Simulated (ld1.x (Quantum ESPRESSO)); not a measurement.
An all-electron radial function and its pseudo partner (Sr (Z = 38))

Columns: radius, all-electron u(r) and pseudo u(r) of the 4d shell (level -6.79 eV) of strontium in the configuration [Kr] 4d0 5s1 5p0; PBEsol, scalar-relativistic, TM semilocal scheme, ld1.x (Quantum ESPRESSO) 7.5.

```json
{"r (bohr)": "0.209", "all-electron": "0.1974", "pseudo": "-0.0060"}
{"r (bohr)": "0.418", "all-electron": "0.2074", "pseudo": "-0.0441"}
{"r (bohr)": "0.627", "all-electron": "0.0243", "pseudo": "-0.1281"}
{"r (bohr)": "0.836", "all-electron": "-0.1789", "pseudo": "-0.2466"}
{"r (bohr)": "1.045", "all-electron": "-0.3452", "pseudo": "-0.3709"}
{"r (bohr)": "1.254", "all-electron": "-0.4646", "pseudo": "-0.4746"}
{"r (bohr)": "1.463", "all-electron": "-0.5416", "pseudo": "-0.5456"}
{"r (bohr)": "1.672", "all-electron": "-0.5852", "pseudo": "-0.5864"}
{"r (bohr)": "1.881", "all-electron": "-0.6039", "pseudo": "-0.6040"}
{"r (bohr)": "2.090", "all-electron": "-0.6049", "pseudo": "-0.6049"}
{"r (bohr)": "2.299", "all-electron": "-0.5937", "pseudo": "-0.5937"}
{"r (bohr)": "2.508", "all-electron": "-0.5746", "pseudo": "-0.5746"}
{"r (bohr)": "2.717", "all-electron": "-0.5506", "pseudo": "-0.5506"}
{"r (bohr)": "2.926", "all-electron": "-0.5238", "pseudo": "-0.5238"}
{"r (bohr)": "3.135", "all-electron": "-0.4955", "pseudo": "-0.4955"}
{"r (bohr)": "3.344", "all-electron": "-0.4666", "pseudo": "-0.4666"}
{"r (bohr)": "3.553", "all-electron": "-0.4377", "pseudo": "-0.4377"}
{"r (bohr)": "3.762", "all-electron": "-0.4090", "pseudo": "-0.4090"}
{"r (bohr)": "3.971", "all-electron": "-0.3807", "pseudo": "-0.3807"}
{"r (bohr)": "4.180", "all-electron": "-0.3529", "pseudo": "-0.3529"}
{"r (bohr)": "4.389", "all-electron": "-0.3259", "pseudo": "-0.3259"}
{"r (bohr)": "4.598", "all-electron": "-0.2998", "pseudo": "-0.2998"}
{"r (bohr)": "4.807", "all-electron": "-0.2749", "pseudo": "-0.2749"}
{"r (bohr)": "5.016", "all-electron": "-0.2512", "pseudo": "-0.2512"}
{"r (bohr)": "5.225", "all-electron": "-0.2289", "pseudo": "-0.2289"}
{"r (bohr)": "5.434", "all-electron": "-0.2081", "pseudo": "-0.2081"}
```

Q: How many radial nodes do the two functions have?

A: The all-electron 4d function has n − l − 1 = 1; the pseudo-wave has 0, since the states of the same l below it are removed with the core.

Q: At about which radius was the pseudo-wave matched?

A: 2.15 bohr. The columns agree to 0.0005 from 1.88 bohr on; several derivatives are matched, so the curves merge somewhat inside the radius.

Q: Where does each function peak?

A: Outermost all-electron maximum near 2.09 bohr, pseudo maximum near 2.09 bohr (to the table’s step).

Q: Is the pseudo-wave norm-conserving?

A: Yes: the TM semilocal scheme keeps the norm inside the radius equal to the all-electron one, which fixes the energy derivative of the logarithmic derivative at the level.
